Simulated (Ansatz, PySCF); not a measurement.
This Ansatz (a quantum-chemistry and plane-wave program) input computes a SVWN5/def2-TZVPD energy:

Ansatz 0.2 input:
```yaml
crystal:
  periodic: [false, false, false]
  atoms:
    - {symbol: C, position_ang: [-2.06267239, -0.39568048, 0.08846500]}
    - {symbol: Si, position_ang: [-0.25188597, -0.04831905, 0.01080302]}
    - {symbol: Cl, position_ang: [0.64535156, -1.21838193, -1.41334649]}
    - {symbol: Cl, position_ang: [0.08454981, 1.91751364, -0.46311365]}
    - {symbol: Cl, position_ang: [0.63413587, -0.43746975, 1.81795858]}
    - {symbol: H, position_ang: [-2.23108416, -1.44327031, 0.34105235]}
    - {symbol: H, position_ang: [-2.53055002, 0.23128520, 0.84847284]}
    - {symbol: H, position_ang: [-2.52456088, -0.18571874, -0.87703096]}
basis:
  gaussian:
    orbitals: def2-TZVPD
hamiltonian:
  xc: {name: SVWN5}
output: {forces: true}
```

Task: Write an input for the same energy in PySCF and say what it gives.

Result: 
```python
from pyscf import gto, scf, dft

mol = gto.M(
    atom='''
    C    -2.06267239   -0.39568048    0.08846500
    Si   -0.25188597   -0.04831905    0.01080302
    Cl    0.64535156   -1.21838193   -1.41334649
    Cl    0.08454981    1.91751364   -0.46311365
    Cl    0.63413587   -0.43746975    1.81795858
    H    -2.23108416   -1.44327031    0.34105235
    H    -2.53055002    0.23128520    0.84847284
    H    -2.52456088   -0.18571874   -0.87703096
    ''',
    basis='def2-tzvpd',
    charge=0,
    spin=0,
    verbose=4,
)

mf = dft.RKS(mol, xc='svwn').density_fit(auxbasis='def2-universal-jkfit')
mf.grids.level = 3
mf.conv_tol = 1e-9
mf.max_cycle = 100
mf.max_memory = 1500
mf.kernel()
if not mf.converged:
    mf = mf.newton()
    mf.kernel(mf.make_rdm1())
mf.analyze()
```
It gives -1704.28596 Eh, and Ansatz -1704.28587 Eh, a difference of 0.09 mEh, from the treatment of integrals and grids.
